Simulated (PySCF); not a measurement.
Zr(Cl)2(OH) (Cl₂HOZr), SMILES [OH][Zr]([Cl])[Cl] (connectivity only; charge and spin as stated), neutral, multiplicity 2.

Geometry optimised at PBE0-D3(BJ)/def2-SVP. The multiplicity is an assumed one; other spin states were not compared. The isomer is the one that the SMILES or the coordinates give; other isomers of the formula were not compared. The def2 effective core potentials stand for the cores of Zr; spin–orbit coupling is left out. Other conformers were not sampled.

Level of theory: PBE/def2-TZVPD run with PySCF.

Gas-phase values at a fixed geometry.

Computed frontier levels, dipole moment and polarisability:
| Property | Result |
|---|---|
| α spin, highest occupied and lowest empty level | -4.56 and -3.14 eV |
| β spin, highest occupied and lowest empty level | -7.91 and -3.02 eV |
| dipole moment | 2.90 D |
| quadrupole, principal values (traceless, Buckingham form, about the centre of nuclear charge) | -10.10, 0.23, 9.88 D·Å |
| mean static polarisability | 85.8 bohr³ (12.71 Å³) |
| polarisability, principal values | 81.4, 82.1, 93.8 bohr³ |
| ⟨S²⟩ | 0.753 (pure state 0.75) |
